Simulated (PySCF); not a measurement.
C₄H₆Ge, SMILES C#C[C](=C)[GeH3].

Coordinates come from a B3LYP-D3(BJ)/def2-SVP optimisation. This is a generated structure with no PubChem entry under its InChIKey; it may be hypothetical.

The numbers are results of TDDFT-ωB97X/def2-SVPD (PySCF 2.14.0), not measurements.

Vertical excitations. The molecule is in vacuum. State labels are in the subgroup Cs.

Problem. Give excitation energies, oscillator strengths and character. (The exact figures need the calculation; the answer reports its results.)

Solution. 
```
state  symmetry  energy (eV)  λ (nm)      f                                                                  main pairs
-----  --------  -----------  ------  -----  --------------------------------------------------------------------------
S1           A"         5.23     237  0.000                                                            HOMO−1→LUMO 93 %
S2           A'         5.63     220  0.196                                                              HOMO→LUMO 80 %
S3           A"         6.22     199  0.000                        HOMO→LUMO+2 52 %, HOMO→LUMO+7 17 %, HOMO→LUMO+3 14 %
S4           A"         7.03     176  0.001                                          HOMO−3→LUMO 50 %, HOMO−4→LUMO 37 %
S5           A"         7.29     170  0.005                                          HOMO→LUMO+1 65 %, HOMO→LUMO+3 11 %
S6           A'         7.36     168  0.317     HOMO−2→LUMO 23 %, HOMO−1→LUMO+2 21 %, HOMO→LUMO 16 %, HOMO−1→LUMO+7 9 %
S7           A'         7.82     158  0.008                  HOMO−1→LUMO+1 51 %, HOMO−1→LUMO+3 17 %, HOMO−1→LUMO+2 15 %
S8           A"         8.09     153  0.000       HOMO→LUMO+3 42 %, HOMO→LUMO+2 18 %, HOMO→LUMO+1 13 %, HOMO→LUMO+5 7 %
S9           A'         8.18     151  0.103                                          HOMO−2→LUMO 44 %, HOMO→LUMO+4 31 %
S10          A"         8.25     150  0.029   HOMO→LUMO+5 35 %, HOMO→LUMO+3 19 %, HOMO−2→LUMO+2 16 %, HOMO−2→LUMO+1 6 %
T1           A'         3.47     358      0                                                              HOMO→LUMO 91 %
T2           A"         4.94     251      0                                                            HOMO−1→LUMO 88 %
T3           A'         5.47     227      0  HOMO−1→LUMO+2 23 %, HOMO−1→LUMO+7 16 %, HOMO−2→LUMO 13 %, HOMO−5→LUMO 10 %
T4           A'         5.90     210      0   HOMO−2→LUMO 25 %, HOMO−5→LUMO 18 %, HOMO−1→LUMO+2 16 %, HOMO−1→LUMO+7 9 %
```
Triplets are in the Tamm–Dancoff approximation, which puts them higher than full response would, so one can lie above its singlet here.
